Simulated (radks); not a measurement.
Species: Pm VII. Configuration: [Kr] 4d10 4f3 5s2 5p4 (the NIST ground configuration). All-electron calculation, scalar-relativistic Kohn-Sham, BLYP, spin-polarised, spherical densities, point nucleus; open shells are filled with parallel spins first (spin-orbit coupling, left out, can overturn this in heavy ions). Program: a radial shooting solver on a logarithmic mesh with Libxc functionals.

Normalised radial functions P(r) = r R(r), r in bohr:

r         5p down  4f down
0.001637   0.0022   0.0000
0.002148   0.0035   0.0000
0.002842   0.0056   0.0000
0.003731   0.0090   0.0000
0.004897   0.0142   0.0000
0.006479   0.0227   0.0000
0.008505   0.0354   0.0000
0.01116    0.0542   0.0000
0.01477    0.0819   0.0001
0.01939    0.1180   0.0003
0.02545    0.1622   0.0007
0.03367    0.2091   0.0020
0.0442     0.2408   0.0050
0.05801    0.2336   0.0122
0.07676    0.1550   0.0293
0.1007    -0.0033   0.0646
0.1322    -0.2051   0.1326
0.175     -0.3463   0.2553
0.2297    -0.2801   0.4374
0.3039     0.0389   0.6778
0.3989     0.4106   0.9131
0.5236     0.5127   1.0716
0.6927     0.1441   1.0798
0.9093    -0.4719   0.9311
1.193     -0.9150   0.6839
1.579     -0.9127   0.4091
2.073     -0.5759   0.1937
2.721     -0.2299   0.0663
3.6       -0.0499   0.0137
4.725     -0.0054   0.0015

5p down: eigenvalue -90.105 eV, 3 radial nodes at r = 0.100, 0.296, 0.741 bohr, <r> = 1.49 bohr, 90 % of the charge inside 2.13 bohr. 4f down (empty): eigenvalue -80.885 eV, 0 radial nodes, <r> = 0.840 bohr, 90 % of the charge inside 1.38 bohr.
